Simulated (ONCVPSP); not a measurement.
What the settings do to the ONCV potential of tin

Base potential:

Sn (Z = 50), optimised norm-conserving Vanderbilt (ONCV), made with ONCVPSP 4.0.1 (LDA (Perdew-Wang 92), scalar-relativistic). Core [Kr], reference 4d10 5s2 5p2. Waves: 5s: rc 1.85 bohr, ncon 3, nbas 7, qcut 3 1/bohr, 2 projectors, debl 0.9 Ha; 5p: rc 2.40 bohr, ncon 3, nbas 6, qcut 3.5 1/bohr, 2 projectors, debl 1.5 Ha; 4d: rc 1.40 bohr, ncon 4, nbas 9, qcut 12.5 1/bohr, 2 projectors, debl 3.2 Ha. Local part: polynomial inside 1.35 bohr (lpopt 5, dvloc0 6 Ha). Core correction: Teter function, fcfact 3.25, rcfact 1.55.

Cutoffs, loose and tight: the cutoffs (Ha) at which the residual kinetic energy of the hardest occupied pseudo-wave falls to 1 and 0.1 mHa per electron. They do not see the model core or the augmentation charge, which bear on the density cutoff. Test errors are all-electron minus pseudo excitation energies from the reference, over the configurations 4d10 5s2 5p1; 4d10 5s2 5p0; 4d10 5s1 5p0; 4d9 5s2 5p2. A dash means not determined; rows that change the core or the reference have their own tests.

| change | outcome | cutoff, loose | cutoff, tight | bound ghosts | GHOST(+) flags above zero | largest test error (meV) |
| --- | --- | --- | --- | --- | --- | --- |
| base | generated | 46 Ha | 55 Ha | none | s | -180 |
| p: debl 0.2 | generated | 46 Ha | 55 Ha | none | s | -176 |
| p: debl 0.45 | generated | 46 Ha | 55 Ha | none | s | -176 |
| p: debl 0.65 | generated | 46 Ha | 55 Ha | none | s | -177 |
| p: debl 1.15 | generated | 46 Ha | 55 Ha | none | s | -179 |
| p: debl 2 | generated | 46 Ha | 55 Ha | none | s | -180 |
| p: debl 4.4 | generated | 46 Ha | 55 Ha | none | s, p | -175 |

Reading the sweep of the debl of the p channel (base included, trends over the rows without a ghost): The loose cutoff stays near 46 Ha. The median size of the test errors (rows with all tests solved) stays near 12.5 meV.
